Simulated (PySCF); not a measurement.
**Two-component Hartree-Fock for Ce³⁰⁺ (cerium, charge +30)**

Start: [Ar] 3d10. Calculated with PySCF 2.14 in an even-tempered Gaussian basis (16 s from 4.9 bohr⁻², ratio 2.8; 13 p from 6.4 bohr⁻², ratio 2.8; 8 d from 6.4 bohr⁻², ratio 2.8; 3 f from 27 bohr⁻², ratio 3): generalised Hartree-Fock with the X2C-1e Hamiltonian and a Gaussian nucleus; one run each with spin-orbit coupling (SO) switched off, then screened by Boettger's factors.

| spinor shell | electrons | ε, spin-free (eV) | ε, screened SO (eV) | weight of nominal j (screened SO) | rms radius, screened SO (bohr) |
| --- | --- | --- | --- | --- | --- |
| 1s1/2 | 2 | -41733.9 | -41728.8 | 1.000 | 0.0280 |
| 2s1/2 | 2 | -7673.4 | -7671.9 | 1.000 | 0.114 |
| 2p1/2 | 2 | -6981.0 | -7295.4 | 1.000 | 0.0977 |
| 2p3/2 | 4 | -6981.0 | -6842.8 | 1.000 | 0.103 |
| 3s1/2 | 2 | -2457.9 | -2457.6 | 1.000 | 0.292 |
| 3p1/2 | 2 | -2232.5 | -2298.3 | 1.000 | 0.283 |
| 3p3/2 | 4 | -2232.5 | -2203.3 | 1.000 | 0.294 |
| 3d3/2 | 4 | -1921.2 | -1933.3 | 1.000 | 0.264 |
| 3d5/2 | 6 | -1921.2 | -1912.9 | 1.000 | 0.267 |

```csv
quantity,spin-free,screened SO
E (hartree),-8380.15842,-8383.90040
M_J,0,0
⟨J²⟩,0.000,0.000
⟨L²⟩,0.000,0.021
⟨S²⟩,0.000,0.021
```

Breit and QED terms are absent; they matter most for the inner s and p1/2 levels.

Densities and radii are taken from the X2C orbitals without a picture-change correction, which distorts them close to the nucleus.

Without spin-orbit coupling the j labels of p, d and f shells carry no meaning; the spin-free column gives the mean over the occupied spinors of each nl shell.
